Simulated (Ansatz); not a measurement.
Geometry optimisation, RKS PBE0-D4/def2-SVP in Ansatz.

input.yaml

```yaml
crystal:
  periodic: [false, false, false]
  atoms:
    - { symbol: B, position_ang: [-0.08911, 0.202159, 0.237812] }
    - { symbol: "N", position_ang: [-0.074923, 0.140114, 1.727823] }
    - { symbol: H, position_ang: [-0.948666, 0.25519, 2.227341] }
    - { symbol: H, position_ang: [0.698142, 0.596595, 2.195413] }
    - { symbol: Cl, position_ang: [1.454896, 0.606184, -0.559275] }
    - { symbol: "N", position_ang: [-1.256451, 0.096896, -0.524912] }
    - { symbol: H, position_ang: [-2.135888, -0.210871, -0.134734] }
    - { symbol: H, position_ang: [-1.202619, 0.010898, -1.529972] }
    - { symbol: F, position_ang: [0.380013, -2.290292, 0.252995] }
    - { symbol: H, position_ang: [0.421406, -1.962972, 1.11621] }
basis:
  gaussian: { orbitals: def2-SVP }
hamiltonian:
  xc: pbe0
  dispersion: d4
relax:
  f_tol: 0.03
  max_steps: 50
output:
  orbitals: {}
```

Command:

```bash
$ ansatz run input.yaml --threads 2 --pin off --max-ram 3072MiB --backend cpu --events-out ev --progress --plain --runs-dir out
```

Where does it end, and by what steps?

The run converged. After 7 steps the energy has fallen by 0.314 eV; F9 moved furthest, 0.65 Å.

```tsv
step	energy less start (eV)	largest force component (eV/Å)	accepted
0	0.0000	1.882	yes
1	-0.1098	2.110	yes
2	-0.2421	1.280	yes
3	-0.2891	0.451	yes
4	-0.3090	0.234	yes
5	-0.3110	0.108	yes
6	-0.3132	0.069	yes
7	-0.3135	0.021	yes
```

```xyz
10
Properties=species:S:1:pos:R:3
B -0.102 0.298 0.166
N -0.018 -0.012 1.567
H -0.869 -0.036 2.120
H 0.761 0.374 2.088
Cl 1.392 0.840 -0.635
N -1.274 0.168 -0.580
H -2.132 -0.214 -0.207
H -1.271 0.275 -1.585
F 0.427 -2.553 0.845
H 0.331 -1.695 1.230
```

Whether the end is a true minimum wasn't checked by a vibrational analysis.

Run time: 12 s on 2 threads of Intel(R) Xeon(R) 6975P-C (Granite Rapids), with other jobs on the host, peak memory 0.22 GiB.
